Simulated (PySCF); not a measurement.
Species: C₆H₈FN.
Atom-mapped SMILES: `[CH2:1]=[N:2]/[C:3]([F:4])=[CH:5]\[CH:6]=[CH:7]\[CH3:8]` (hydrogens: H9, H10 on C1; H11 on C5; H12 on C6; H13 on C7; H14, H15, H16 on C8)

Computed geometry: GFN2-xTB, gas phase.

Q: List the bond lengths, angles and torsions at this level.

A: 
```tsv
bond	length (Å)	order
C1=N2	1.267	double
N2–C3	1.349	single
C3–F4	1.375	single
C3=C5	1.346	double
C5–C6	1.432	single
C6=C7	1.336	double
C7–C8	1.486	single
C1–H9	1.090	single
C1–H10	1.079	single
C5–H11	1.080	single
C6–H12	1.080	single
C7–H13	1.083	single
C8–H14, C8–H15, C8–H16	1.089	single
```

Bonds in one row agree within 0.01 Å and their mean is given. Orders are formal, as drawn. A selection of angles:
```tsv
angle	degrees
N2–C1–H9	124.7
N2–C1–H10	117.5
H9–C1–H10	117.7
C1–N2–C3	123.3
N2–C3–F4	118.2
N2–C3–C5	124.1
F4–C3–C5	117.7
C3–C5–C6	123.2
C3–C5–H11	118.2
C6–C5–H11	118.6
C5–C6–C7	123.3
C5–C6–H12	116.0
C7–C6–H12	120.7
C6–C7–C8	124.4
C6–C7–H13	119.8
C8–C7–H13	115.8
C7–C8–H14	110.2
C7–C8–H15	111.1
H14–C8–H15	109.0
H14–C8–H16	107.2
```

Torsions: C1–N2–C3–F4 0° (synperiplanar); N2–C3–C5–C6 0° (synperiplanar); C3–C5–C6–C7 180° (antiperiplanar); C5–C6–C7–C8 180° (antiperiplanar).

Of the pairs four or more bonds apart, F4···H9 is among the closest relative to their van der Waals radii: 2.44 Å, 91 % of the sum of Bondi's values. The 8 heavy atoms lie in one plane (0.001 Å rms). N2 (imine nitrogen) is bent (angle 123.3°). The 4 C–C bonds span 1.336 Å (C6=C7, drawn double) to 1.486 Å (C7–C8, drawn single), a spread of 0.150 Å. The 2 C–N bonds span 1.267 Å (C1=N2, drawn double) to 1.349 Å (N2–C3, drawn single), a spread of 0.082 Å.

Point group: Cs (tolerance 0.08 Å). No frequency check. The numbers are those of one conformer.
